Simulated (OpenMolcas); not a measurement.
# A ladder of methods for SiN2H4F (SMILES N[Si](N)F)

The species is SiN2H4F (8 atoms), meant as a doublet with charge 0. As SMILES, `N[Si](N)F`. The coordinates come from a PBE0-D4/def2-TZVP relaxation. This is one conformer, not always the lowest.

| atom | x (Å) | y (Å) | z (Å) |
| --- | --- | --- | --- |
| N | -0.8149 | 1.0315 | -0.3599 |
| Si | 0.5172 | -0.0207 | -0.5813 |
| N | 0.7803 | -0.7933 | 0.9107 |
| F | 0.0453 | -0.9712 | -1.7940 |
| H | -1.3317 | 1.3489 | -1.1650 |
| H | -0.7638 | 1.7447 | 0.3502 |
| H | 1.6486 | -1.2548 | 1.1205 |
| H | 0.0111 | -1.1423 | 1.4632 |

Quantity: the dipole moment, in D. The values are calculated.

```tsv
level	kind	program	value (D)	CPU time
UHF/def2-SVPD	Hartree–Fock	OpenMolcas	2.05	24 s
USVWN5/def2-SVPD	LDA	OpenMolcas	2.10	52 s
UPBE/def2-SVPD	GGA	OpenMolcas	2.04	78 s
UM06-L/def2-SVPD	meta-GGA	OpenMolcas	2.00	99 s
UTPSS/def2-SVPD	meta-GGA	OpenMolcas	2.01	1.8 min
UBHLYP/def2-SVPD	global hybrid	OpenMolcas	2.05	74 s
UM06-2X/def2-SVPD	hybrid meta-GGA	OpenMolcas	2.00	1.7 min
UPBE0/def2-SVPD	global hybrid	OpenMolcas	2.05	74 s
```

The values span 2.00 to 2.10 D. Magnitudes only. Times are those of the runs behind each value, whatever else they computed, on shared processors of several kinds: orders of magnitude only.
